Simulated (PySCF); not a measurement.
# What a mistake does to a calculation on BClGeH3O

Calculated results; nothing here was measured. The program is PySCF 2.14.0, an open-source quantum chemistry code, run on an isolated molecule that a program drew, which may never have been made. The molecule is BClGeH3O (charge 0, doublet), drawn as the SMILES string `O[B][GeH2][Cl]`.

Each row is a Hartree-Fock (HF) and frozen-core CCSD(T) single point in the cc-pV(D+d)Z basis, meant for a local HF minimum. Run 1 is clean. Each other run has one planted mistake out of seven kinds, and not every kind appears here: one electron removed, one electron added, multiplicity raised by two, geometry at a saddle point, minimal basis STO-3G, one bond length entered in bohr, all coordinates scaled. The reference is restricted for singlets and unrestricted otherwise, and also for a bond in bohr. Adding or removing an electron swaps singlet and doublet. Electrons count all cores. HOMO and LUMO are orbital energies over both spins, the gradient is its largest component, and the lowest frequency (negative if imaginary) is given only where the gradient is small. Bond lengths are over the 6 bonds as drawn. T1 is the CCSD diagnostic: over 0.02 (restricted) or 0.045 (unrestricted) a single reference is doubtful. Germanium has the cc-pVDZ-PP basis, with a core potential (ECP10MDF) in place of its 10 inner electrons, and its 3s, 3p and 3d shells are frozen in CCSD(T).

Geometry of the clean run:
```xyz
7
BClGeH3O, angstrom
O     0.9495    1.6059   -1.8893
B     0.7106    0.3127   -2.0370
Ge    0.2727   -1.0207   -0.4917
Cl    0.3007    0.1867    1.3648
H     0.9127    1.9315   -0.9953
H     1.3179   -2.1133   -0.2928
H    -1.1222   -1.6325   -0.5686
```

```
run  electrons  basis functions  <S^2>  HOMO (eV)  LUMO (eV)  gradient (hartree/bohr)  lowest frequency (cm^-1)  mean bond (Å)  longest bond (Å)      T1  HF (hartree)  CCSD(T) (hartree)                     mistake
  1         65               89  0.759      -8.82       1.95                  1.8e-05                        81         1.6047             2.215  0.0159    -854.21232         -854.74387                    no fault
  2         65               89  3.770      -4.15      -2.66                  1.2e-01                         -         1.6047             2.215  0.0321    -853.96282         -854.49153  multiplicity raised by two
  3         65               89  0.757      -8.17       2.76                  1.1e-01                         -         1.4715             2.031  0.0136    -854.15391         -854.67683                           ?
  4         64               89  0.000     -16.90      -6.44                  1.0e-01                         -         1.6047             2.215  0.0193    -853.92986         -854.46398                           ?
```

**Which mistake was planted in run 3, and what did it cost?**

The mean and the longest bond both change by the same factor, 0.917, and the gradient is no longer small. So the mistake is: all coordinates scaled. Subtracting run 1 and multiplying by 627.51 kcal/mol a hartree, the energy moved by 36.7 kcal/mol in HF and 42.1 kcal/mol in CCSD(T).

**Which mistake was planted in run 4, and what did it cost?**

It counts 64 electrons, one fewer than the clean run, at the same geometry and basis. So the mistake is: one electron removed. Subtracting run 1 and multiplying by 627.51 kcal/mol a hartree, the energy moved by 177.2 kcal/mol in HF and 175.6 kcal/mol in CCSD(T).

